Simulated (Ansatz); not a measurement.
```yaml
crystal:
  periodic: [false, false, false]
  atoms:
    - {symbol: Ta, position_ang: [-1.744673, -0.702689, -0.550149]}
    - {symbol: Ta, position_ang: [-0.458255, 1.559632, -0.076657]}
    - {symbol: Ta, position_ang: [1.121444, -1.206119, 0.292224]}
    - {symbol: Te, position_ang: [-0.840421, -0.392662, 2.049192]}
    - {symbol: Te, position_ang: [-0.129046, -2.527600, -1.699091]}
    - {symbol: Te, position_ang: [-2.125829, 1.348163, -2.238875]}
    - {symbol: Te, position_ang: [2.199638, 1.139080, -0.524810]}
    - {symbol: Te, position_ang: [-1.126053, 3.439315, 1.592681]}
    - {symbol: Te, position_ang: [3.026694, -2.636619, 1.181886]}
basis:
  gaussian: {orbitals: def2-TZVP}
total_charge: 1
magnetization: {spin_polarized: true, initial_magnetization: 2}
hamiltonian: {xc: pbe0, dispersion: d4}
scf: {omitted_lower_state_checks: [starts]}
output: {orbitals: {seedname: orbitals}}
```

```sh
$ ansatz run in.yaml --threads 4 --pin off --events-out ev --progress --plain --max-ram 6963MiB
```

**Question.** Does this run fit into the memory that it is given?

**Answer.** No. It has 420 basis functions, and Ansatz plans for 9 GiB where 7 GiB are given.
